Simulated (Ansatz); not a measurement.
Cartesian coordinates in Å:
```
C 0.3631 1.0605 0.6052
C -0.5728 0.1398 -0.0972
C 0.0170 -1.1535 -0.5403
Se -2.2647 0.5532 -0.3848
H -0.1212 1.9862 0.9068
H 0.7814 0.5636 1.4889
H 1.2159 1.2912 -0.0448
H 0.4284 -1.6904 0.3230
H -0.7106 -1.7847 -1.0448
H 0.8635 -0.9658 -1.2119
```

Total charge 0; spin multiplicity 1.

(1) List the r2SCAN/def2-TZVPP orbital energies in eV (the Gaussian-basis code of Ansatz). (Estimate.)

Results:

(1) The calculation gave: Occupied: -12333.39, -1574.05, -1411.29, -1411.28, -1411.20, -275.23, -273.43, -273.43, -210.18, -153.62, -153.61, -153.31, -54.04, -54.02, -53.80, -53.79, -53.73, -21.64, -18.59, -17.74, -13.65, -11.68, -11.41, -11.27, -10.27, -9.48, -8.62, -6.82, -5.06. Lowest empty: -2.88, 1.03, 1.24, 2.60, 2.87, 2.94, 3.56, 3.60.
